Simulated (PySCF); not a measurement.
## A search over the determinants of SrTl⁺

Unrestricted PBE0; PySCF, scalar-relativistic core potentials, basis sets Sr def2-SVP with ECP28, Tl def2-SVP with ECP60. Outer shells of the fragments: Sr+ 5s1; Tl 5d10 6s2 6p1.

Followed along the bond (rough minima from three points):

| 2Ms+1 | unpaired | ⟨S²⟩ at the start | R at minimum (Å) | Te (eV) |
| --- | --- | --- | --- | --- |
| 1 | none | 0.00 | 3.84 | 0.00 |
| 3 | σ ↑↑ | 2.00 | 4.07 | 0.78 |
| 3 | σ ↑, π ↑ | 2.00 | 3.36 | 0.79 |
| 1 | σ ↑, π ↓ | 1.00 | 3.39 | 1.06 |
| 3 | π ↑↑ | 2.00 | none in the scan | ≤ 1.76 |

Solutions found at the starting distance of 3.240 Å, counted from the lowest of them; the search is not exhaustive and high or unbound solutions are not listed, so other states can lie among these:

```
2Ms+1  unpaired   term  E (eV)  ⟨S²⟩  ⟨Lz²⟩   μ (D)
    1      none    ¹Σ⁺    0.00  0.00   0.00   -7.02
    3  σ ↑, π ↑     ³Π    0.48  2.00   1.00   -9.44
    1  σ ↑, π ↓  mixed    0.74  1.00   1.01   -9.02
    3      σ ↑↑    ³Σ⁺    0.82  2.00   0.00   -5.90
    3      π ↑↑    ³Σ⁻    1.58  2.00   0.00  -11.45
    1      π ↑↓  mixed    1.76  1.00   2.00  -11.45
    3  σ ↑, δ ↑     ³Δ    1.94  2.00   4.00   -5.67
    1  σ ↑, δ ↓  mixed    2.02  1.00   4.00   -6.20
    1      none  mixed    2.17  0.00   2.00  -11.22
```

A term symbol is given only where ⟨S²⟩ and ⟨Lz²⟩ are close to those of a pure state; real π, δ and φ orbitals otherwise mix terms. A positive dipole points towards Tl; it is taken about the centre of mass and depends on that origin.

These are scalar-relativistic numbers at best; spin–orbit coupling would shift them, the dissociation energy most.
